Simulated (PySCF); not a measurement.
**Simulated absorption spectrum**

Species: C5H11PSi.
Numbering: `[CH2:1]=[CH:2][P:3]1[CH2:4][CH2:5][C@H:6]1[SiH3:7]` (hydrogens: H8, H9 on C1; H10 on C2; H11, H12 on C4; H13, H14 on C5; H15 on C6; H16, H17, H18 on Si7)

Computed with TDDFT CAM-B3LYP/def2-SVPD, vertical, gas phase, core orbitals frozen in the response (PySCF 2.14.0, density-fitted response routines). One conformer (not necessarily the lowest) at the GFN2-xTB geometry, without solvent, vibrations or thermal averaging.

Each state is given a Gaussian of 0.5 eV full width at half maximum, with ε(max) = 2.175×10⁸ f / Δν̃ (Δν̃ the width in cm⁻¹). The width is an assumption, not a result. The curve ends short of the highest state used, and states not computed would add to its high-energy end.

E (eV), ε (L mol⁻¹ cm⁻¹) and a bar:
```
     4.45          9 
     4.50         20 
     4.55         42 
     4.60         84 
     4.65        158 #
     4.70        282 #
     4.75        475 ##
     4.80        758 ###
     4.85       1145 ####
     4.90       1636 ######
     4.95       2213 ########
     5.00       2834 ###########
     5.05       3440 #############
     5.10       3964 ###############
     5.15       4349 #################
     5.20       4565 ##################
     5.25       4625 ##################
     5.30       4585 ##################
     5.35       4536 #################
     5.40       4578 ##################
     5.45       4793 ##################
     5.50       5216 ####################
     5.55       5819 ######################
     5.60       6514 #########################
     5.65       7167 ############################
     5.70       7635 #############################
     5.75       7799 ##############################
     5.80       7599 #############################
     5.85       7047 ###########################
     5.90       6220 ########################
     5.95       5244 ####################
     6.00       4253 ################
     6.05       3370 #############
     6.09       2799 ###########
     6.14       2292 #########
     6.19       2023 ########
     6.24       1970 ########
     6.29       2101 ########
     6.34       2377 #########
     6.39       2770 ###########
     6.44       3255 #############
     6.49       3811 ###############
     6.54       4416 #################
     6.59       5035 ###################
```

Problem. Locate the maxima and give the states behind the curve.

Solution. 236 nm (5.25 eV), ε about 4600, made up of S1 (91%) (hardly more than a shoulder); 216 nm (5.75 eV), ε about 7800, made up of S2 (98%) (ε in L mol⁻¹ cm⁻¹; maxima over ε = 5, shares over 10%). At its high-energy end, 6.59 eV, the curve is still rising (ε about 5000, from S3, S5 and S6). The states used: S1 5.20 eV (f 0.080); S2 5.76 eV (f 0.142); S3 6.38 eV (f 0.020); S4 6.42 eV (f 0.0059); S5 6.71 eV (f 0.068); S6 6.90 eV (f 0.045); S7 7.07 eV (f 0.033); S8 7.19 eV (f 0.027).

Problem. On this curve, what absorbance would a 10⁻⁵ mol/L sample give at 248 nm over a 1 cm path?

Solution. 248 nm is 4.999 eV, where ε is about 2800 L mol⁻¹ cm⁻¹, so A = ε c l ≈ 0.028 (Beer–Lambert, with the gas-phase spectrum and the assumed width).

Problem. Coming from long wavelengths, where does ε first pass 100 L mol⁻¹ cm⁻¹?

Solution. At about 269 nm (4.61 eV), 0.58 eV below S1.

Problem. What would ε be at 5.75 eV, the highest of these maxima, with half the width (0.25 eV)?

Solution. About 15300 L mol⁻¹ cm⁻¹ against 7800, a factor of about 1.96; a lone state at its own centre would give exactly 2.

Rough CPU time on one thread of a shared machine: about 2.1 min.
